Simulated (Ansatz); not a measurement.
Frontier orbitals of the Zn atom.

The species carries charge 0 and has multiplicity 1. Correlated methods include outer-core shells of Zn, which these sets cover unevenly. Scalar relativity is left out up to krypton. A free atom. Basis def2-TZVPP, Ansatz 0.2.0.

```csv
functional,HOMO (eV),LUMO (eV),gap (eV)
LDA (SPW92),-6.06,-1.21,4.85
PBE,-5.83,-1.09,4.74
BLYP,-5.80,-1.06,4.74
PBE0,-6.55,-0.47,6.08
r2SCANh,-6.34,-0.55,5.79
ωB97M-V,-8.63,0.97,9.60
```

Against PBE, PBE0 changes HOMO and LUMO by −0.72 and +0.62 eV, ωB97M-V by −2.80 and +2.06 eV. A gap of 4.74 eV thus becomes 9.60 eV for the same molecule, so an orbital gap means little without its functional. A positive LUMO is unbound and depends on the basis.
